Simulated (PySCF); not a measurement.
Geometries of 4 isomers of C2H11NSi2, from PySCF, PBE0-D3(BJ)/def2-SVP geometry optimisation, gas phase. One conformer each, no zero-point energy, no frequencies.

Problem. Which isomer lies lowest at this level?
A.
```xyz
16
angstrom
N     -1.806   -1.199   -0.760
C     -0.439   -1.179   -0.280
C      0.198    0.209   -0.443
Si     2.068    0.164   -0.172
Si    -0.598    1.533    0.648
H     -2.412   -0.641   -0.160
H     -2.177   -2.146   -0.739
H      0.131   -1.910   -0.880
H     -0.317   -1.502    0.779
H      0.044    0.534   -1.490
H      2.673    1.491   -0.499
H      2.389   -0.165    1.252
H      2.688   -0.883   -1.044
H     -0.500    1.123    2.085
H     -2.046    1.725    0.321
H      0.095    2.845    0.474
```
B.
```xyz
16
angstrom
C     -1.617   -1.133   -0.114
C     -0.699   -0.375    0.832
N      0.409    0.313    0.162
Si     0.095    1.895   -0.505
Si     1.899   -0.576   -0.023
H     -2.425   -1.635    0.441
H     -2.082   -0.453   -0.846
H     -1.061   -1.899   -0.676
H     -0.287   -1.072    1.585
H     -1.286    0.361    1.411
H      1.386    2.473   -0.973
H     -0.516    2.766    0.550
H     -0.864    1.874   -1.657
H      2.371   -1.057    1.314
H      2.916    0.327   -0.635
H      1.745   -1.789   -0.891
```
C.
```xyz
16
angstrom
N     -2.867    0.041   -0.485
Si    -1.396    0.326    0.390
C     -0.033   -0.720   -0.387
C      1.271   -0.832    0.410
Si     2.240    0.776    0.621
H     -3.260   -0.894   -0.510
H     -3.609    0.728   -0.423
H     -1.434   -0.008    1.859
H     -1.127    1.793    0.280
H      0.153   -0.322   -1.400
H     -0.467   -1.725   -0.545
H      1.076   -1.230    1.421
H      1.955   -1.556   -0.067
H      3.539    0.503    1.309
H      2.523    1.395   -0.712
H      1.472    1.766    1.439
```
D.
```xyz
16
angstrom
C     -2.199    0.990   -0.191
Si    -0.650    0.148    0.443
N     -0.917   -1.570    0.396
C      0.840    0.518   -0.642
Si     2.443   -0.304   -0.119
H     -2.077    2.084   -0.191
H     -3.071    0.754    0.441
H     -2.425    0.663   -1.218
H     -0.348    0.701    1.812
H     -1.761   -1.936    0.825
H     -0.138   -2.188    0.602
H      1.002    1.610   -0.651
H      0.602    0.213   -1.676
H      3.573    0.034   -1.040
H      2.293   -1.795   -0.112
H      2.825    0.121    1.264
```

Solution. D. That is `C[Si@@H](N)C[SiH3]`, 15.3 kcal/mol below the next.

```tsv
SMILES	atoms numbered as above	E (Eh)	relative (kcal/mol)	relative (kJ/mol)	dipole (D)
C[Si@@H](N)C[SiH3]	[CH3:1][Si@@H:2]([NH2:3])[CH2:4][SiH3:5]	-715.93024	0.0	0.0	0.99
CCN([SiH3])[SiH3]	[CH3:1][CH2:2][N:3]([SiH3:4])[SiH3:5]	-715.90585	15.3	64.0	0.87
N[SiH2]CC[SiH3]	[NH2:1][SiH2:2][CH2:3][CH2:4][SiH3:5]	-715.90449	16.2	67.6	1.90
NCC([SiH3])[SiH3]	[NH2:1][CH2:2][CH:3]([SiH3:4])[SiH3:5]	-715.86912	38.4	160.5	1.32
```
